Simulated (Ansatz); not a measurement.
Harmonic frequencies (cm⁻¹) at PBE0-D4/def2-TZVP from Ansatz: 60, 78, 92, 128, 151, 189, 274, 386, 414, 524, 604, 653, 657, 732, 770, 819, 849, 891, 1046, 1250, 1272, 1313, 1448, 1453, 1459, 1899, 1909, 2163, 3035, 3052, 3088, 3136, 3142.

Each molecule was computed in one conformer, which needn't be the lowest.

Task: Which molecule is it?
A. `C[SiH]([AlH2])CF`
B. `C[SiH2][CH2][AlH][F]`
C. `C[CH]([AlH2])[SiH2]F`
D. `[CH3][AlH][SiH2]CF`

Result: A.
